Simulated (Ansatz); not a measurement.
`[F][In]([Cl])[O][SiH3]` + ethane → `C[CH2][In]([F])[Cl]` + silanol at 500 K and 1 bar (formal exchange of groups at the In–O bond).

Computed with Ansatz on PBE0-D4/def2-TZVP structures; ΔE is electronic, products minus reactants. CBS: MP2 limit from def2 TZ/QZ plus the TZ coupled-cluster correction, frozen cores. This one scheme is used for every species. def2 core potentials past Kr. For In outer-core shells are correlated without core-valence functions, which leaves a few kJ/mol of doubt a bond. Each species was taken in one conformer, which may not be the lowest.

| species | CCSD(T)/CBS energy (Eh) | H − E (kJ/mol) | S (J/(mol·K)) |
| --- | --- | --- | --- |
| `[F][In]([Cl])[O][SiH3]` | -1115.57293 | 133.6 | 475.2 |
| `CC` | -79.71954 | 220.5 | 259.9 |
| `C[CH2][In]([F])[Cl]` | -828.58684 | 226.1 | 460.2 |
| `O[SiH3]` | -366.69042 | 127.5 | 292.9 |

H − E and S are ideal-gas, rigid-rotor, harmonic terms from PBE0-D4/def2-TZVP, for one conformer and one mirror image of each species. 1 Eh = 2625.50 kJ/mol, R = 8.31446 J/(mol·K).

Problem. By hand: ΔE, ΔH, ΔS and ΔG.

Solution. ΔE = (-828.58684) + (-366.69042) − (-1115.57293) − (-79.71954) = 0.01521 Eh = 39.9 kJ/mol. Δ(H − E) = 226.1 + 127.5 − 133.6 − 220.5 = -0.5, so ΔH = 39.4 kJ/mol. ΔS = 460.2 + 292.9 − 475.2 − 259.9 = 18.0 J/(mol·K). ΔG = 39.4 − 500 × (18.0)/1000 = 30.4 kJ/mol.

Problem. By hand: the equilibrium constant, and the temperature at which ΔG would vanish if ΔH and ΔS stayed fixed.

Solution. log₁₀ K = −ΔG/(RT ln 10) = -3.2. ΔG = 0 at ΔH/ΔS = 2189 K, though so small a ΔS makes that figure unsure.

ΔH outweighs TΔS. A doubt of 5 kJ/mol in ΔE shifts log₁₀ K by 0.5 here. Other conformers and mirror images would add mixing entropy, several J/(mol·K) or more a flexible species. Modes under 60 cm⁻¹, often nearly free rotors, make the harmonic entropy too high. These are equilibria of isolated gas molecules and say nothing of rates. Largest T1 diagnostic: 0.015 (customary marks: 0.02 for closed shells, 0.045 for open ones).
